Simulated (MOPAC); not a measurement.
Input file for MOPAC: PM6 on ClH3Si (SMILES [SiH3]Cl).

```
PM6 1SCF PRECISE CHARGE=0 THREADS=1
ClH3Si

Si    -0.89776156 1    -0.71480738 1     4.17907302 1
Cl     0.92975965 1     0.06963001 1     3.60376532 1
H     -1.59950580 1     0.30261125 1     4.98590197 1
H     -0.64340221 1    -1.92472457 1     4.98531816 1
H     -1.66634011 1    -1.04455194 1     2.96555684 1
```

The log:

```
*******************************************************************************
 **                                                                           **
 **                              MOPAC v23.2.5                                **
 **                                                                           **
 *******************************************************************************
 ** MOPAC's Digital Object Identifier: https://doi.org/10.5281/zenodo.6511958 **
 **                                                                           **
 ** Please cite the open-source release paper for use of this MOPAC version:  **
 ** J. E. Moussa and J. J. P. Stewart (2026)                                  **
 ** MOPAC: An open-source semiempirical molecular orbital program             **
 ** J. Open Source Softw., 11(119), 8025, https://doi.org/10.21105/joss.08025 **
 *******************************************************************************

                              PM6 CALCULATION RESULTS

 *******************************************************************************
 *  PM6        - The PM6 Hamiltonian to be used
 *
 *
 *
 *                 CHARGE ON SYSTEM = 0
 *
 *
 *
 *  PRECISE    - TIGHTER CRITERIA TO BE USED
 *  1SCF       - DO 1 SCF AND THEN STOP
 *  THREADS=1  - MULTI-THREADING NOT USED
 *  T=         - A TIME OF 172800.0 SECONDS REQUESTED
 *  DUMP=N     - RESTART FILE WRITTEN EVERY 7200.0 SECONDS REQUESTED
 *******************************************************************************
PM6 1SCF PRECISE CHARGE=0 THREADS=1
 ClH3Si

   ATOM   CHEMICAL          X               Y               Z
  NUMBER   SYMBOL      (ANGSTROMS)     (ANGSTROMS)     (ANGSTROMS)

     1      Si         -0.89776156  *  -0.71480738  *   4.17907302  *
     2      Cl          0.92975965  *   0.06963001  *   3.60376532  *
     3       H         -1.59950580  *   0.30261125  *   4.98590197  *
     4       H         -0.64340221  *  -1.92472457  *   4.98531816  *
     5       H         -1.66634011  *  -1.04455194  *   2.96555684  *



          CARTESIAN COORDINATES

    NO.       ATOM           X           Y           Z

     1        Si         -0.8978     -0.7148      4.1791
     2        Cl          0.9298      0.0696      3.6038
     3         H         -1.5995      0.3026      4.9859
     4         H         -0.6434     -1.9247      4.9853
     5         H         -1.6663     -1.0446      2.9656

 General Reference for PM6:
 "Optimization of Parameters for Semiempirical Methods V: Modification of NDDO Approximations
 and Application to 70 Elements", J. J. P. Stewart, J. Mol. Mod., 13, 1173-1213 (2007)
 URL: https://link.springer.com/article/10.1007/s00894-007-0233-4

           Empirical Formula: H3 Si Cl  =     5 atoms



      MOLECULAR POINT GROUP   :   C3v


      RHF CALCULATION, NO. OF DOUBLY OCCUPIED LEVELS = 7


 -------------------------------------------------------------------------------
 PM6 1SCF PRECISE CHARGE=0 THREADS=1
 ClH3Si



     1SCF WAS SPECIFIED, SO BFGS WAS NOT USED
     SCF FIELD WAS ACHIEVED


                              PM6 CALCULATION
                                                       MOPAC v23.2.5 Linux




          FINAL HEAT OF FORMATION =        -31.19055 KCAL/MOL =    -130.50125 KJ/MOL


          COSMO AREA              =         97.77 SQUARE ANGSTROMS
          COSMO VOLUME            =         85.21 CUBIC ANGSTROMS

          IONIZATION POTENTIAL    =         11.094705 EV
          HOMO LUMO ENERGIES (EV) =        -11.095 -0.773
          NO. OF FILLED LEVELS    =          7
          MOLECULAR WEIGHT        =         66.5622         POINT GROUP:  C3v

          MOLECULAR DIMENSIONS (Angstroms)

            Atom       Atom       Distance
            H     5   Cl     2     2.89628
            H     3    H     4     2.42387
            H     4    H     5     1.83977


          SCF CALCULATIONS        =          1





   ATOM   CHEMICAL          X               Y               Z
  NUMBER   SYMBOL      (ANGSTROMS)     (ANGSTROMS)     (ANGSTROMS)

     1      Si         -0.89776156  *  -0.71480738  *   4.17907302  *
     2      Cl          0.92975965  *   0.06963001  *   3.60376532  *
     3       H         -1.59950580  *   0.30261125  *   4.98590197  *
     4       H         -0.64340221  *  -1.92472457  *   4.98531816  *
     5       H         -1.66634011  *  -1.04455194  *   2.96555684  *

                             CARTESIAN COORDINATES

   1   Si       -0.897761560    -0.714807380     4.179073020
   2   Cl        0.929759650     0.069630010     3.603765320
   3    H       -1.599505800     0.302611250     4.985901970
   4    H       -0.643402210    -1.924724570     4.985318160
   5    H       -1.666340110    -1.044551940     2.965556840


           Empirical Formula: H3 Si Cl  =     5 atoms



      MOLECULAR POINT GROUP   :   C3v


                  EIGENVALUES
 -26.58893 -19.09589 -13.12084 -12.76699 -12.75742 -11.10863 -11.09471  -0.77324
   0.66817   0.67833   1.12150   1.12233   1.33110   3.57174   4.30489   4.30571
  89.57604  89.72832  89.72846  90.20993  90.20994


              NET ATOMIC CHARGES AND DIPOLE CONTRIBUTIONS

  ATOM NO.   TYPE          CHARGE      No. of ELECS.   s-Pop       p-Pop       d-Pop
    1         Si           0.331388        3.6686     1.20001     1.80448     0.66412
    2         Cl          -0.259330        7.2593     1.99439     5.26300     0.00194
    3          H          -0.023949        1.0239     1.02395
    4          H          -0.023945        1.0239     1.02395
    5          H          -0.024164        1.0242     1.02416
 DIPOLE           X         Y         Z       TOTAL
 POINT-CHG.    -2.136    -0.917     0.672     2.419
 HYBRID         0.727     0.312    -0.248     0.829
 SUM           -1.409    -0.604     0.424     1.591


          ATOMIC ORBITAL ELECTRON POPULATIONS

     Atom    s        px        py        pz      x^2-y^2     xz        z^2       yz        xy
    1 Si   1.20001   0.46419   0.65981   0.68048   0.11573   0.18191   0.05292   0.19294   0.12062
    2 Cl   1.99439   1.55065   1.84089   1.87146   0.00054   0.00046   0.00022   0.00014   0.00057
    3  H   1.02395
    4  H   1.02395
    5  H   1.02416

 **********************
 *                    *
 * JOB ENDED NORMALLY *
 *                    *
 **********************




 == MOPAC DONE ==
```

The run finished.

Cost: about 0.020 core-seconds (a rough figure).
